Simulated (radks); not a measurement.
Co2.75+, configuration [Ne] 3s2 3d(up 4, down 4) 3p(up 2.25, down 2) (fractional occupations, a model configuration).

Calculated with a radial shooting solver on a logarithmic mesh with Libxc functionals: non-relativistic Kohn-Sham, PBE, spin-polarised, spherical densities, point nucleus.

Energy parts (eV):
| part | energy |
|---|---|
| total | -37465.198 |
| kinetic | 37438.024 |
| electron-nucleus | -88454.580 |
| Hartree | 15120.866 |
| exchange-correlation | -1569.507 |

Orbitals (lengths in bohr, moments of r in powers of bohr):
\begin{tabular}{lrrr}
orbital & occ. & eigenvalue (eV) & <r^2> \\ \hline
1s up & 1 & -7558.817 & 0.004340 \\
1s down & 1 & -7558.689 & 0.004340 \\
2s up & 1 & -919.8269 & 0.07881 \\
2s down & 1 & -919.7291 & 0.07880 \\
2p up & 3 & -804.1170 & 0.06262 \\
2p down & 3 & -803.9692 & 0.06261 \\
3s up & 1 & -135.0652 & 0.6955 \\
3s down & 1 & -134.6727 & 0.6964 \\
3p up & 2.25 & -100.1142 & 0.7678 \\
3p down & 2 & -99.7374 & 0.7694 \\
3d up & 4 & -42.2399 & 1.119 \\
3d down & 4 & -41.9413 & 1.127 \\
\end{tabular}

The highest occupied level is 3d down at -41.941 eV. Virial ratio -V/T = 2.00073. The electron density at the nucleus is 1.338e+04 e/bohr^3. The spin density at the nucleus is 0.0146 e/bohr^3 (1s -0.1256, 2s 0.0329, 3s 0.1073), a Fermi contact field of 0.768 T.
